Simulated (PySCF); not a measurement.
Relaxation of doublet GaBr₂

Level of theory: PySCF, UPBE0, basis Ga def2-SVP, Br def2-SVP (no relativity, density fitting). A (50,194) grid was used.

A hand-made bent start, of C2v symmetry, held to at least that symmetry:

```xyz
3
charge 0 multiplicity 2, angstrom
Ga    0.0000    0.0000   -0.9502
Br    1.9496    0.0000    0.4149
Br   -1.9496    0.0000    0.4149
```

(1) What forces act on the atoms at the start (eV/Å)?

(2) What does it relax to?

(3) How much energy is released, and in how many steps?

## Answers

(1) 
```csv
atom,Fx,Fy,Fz
Ga1,0.00,0.00,0.97
Br2,-0.38,0.00,-0.49
Br3,0.38,0.00,-0.49
```

(2) It ends at C2v with Ga–Br 2.319 Å (×2); Br–Ga–Br 120.5° (after a last refinement on a finer grid). A frequency run shows a minimum. Other isomers or separated fragments may lie lower.

(3) 7.5 kJ/mol in 5 steps.

The relaxation took of the order of 2.6 core-minutes on a shared host.
